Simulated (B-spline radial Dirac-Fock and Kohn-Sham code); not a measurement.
# Dipole and non-dipole photoemission parameters of Tc⁴⁺ 2p1/2

System: Tc⁴⁺, [Kr] 4d3; threshold 2853.0 eV (orbital energy of the model). The computed values come from a radial finite-basis atomic code: Dirac-Hartree-Slater photoionisation with a Latter tail; cross sections with all multipoles, angular parameters from the dipole term and its interference with E2.

For linearly polarised light dσ/dΩ = σ/(4π) [1 + β P₂(cos θ) + (δ + γ cos²θ) sin θ cos φ], with θ from the polarisation vector and φ the angle between the beam and the projection of the electron momentum on the plane normal to the polarisation.

```
hν (eV)  σ (kb)      β       γ       δ
   2960    86.4  1.048  -0.281  -0.005
   3660    49.8  1.395   0.012   0.021
   4000    39.2  1.426   0.159   0.028
   5410    17.0  1.426   0.622   0.047
   6120    11.9  1.404   0.797   0.056
   6950       ?      ?       ?       ?
 8047.8    5.33  1.327   1.157   0.081
   8050    5.33  1.327   1.158   0.081
 9251.7    3.50  1.278   1.330   0.097
   9320    3.42  1.276   1.339   0.097
  12200    1.49  1.168   1.648   0.136
```

Q: Give the values at 6950 eV.

A: σ = 8.24 kb, β = 1.372, γ = 0.969, δ = 0.067.
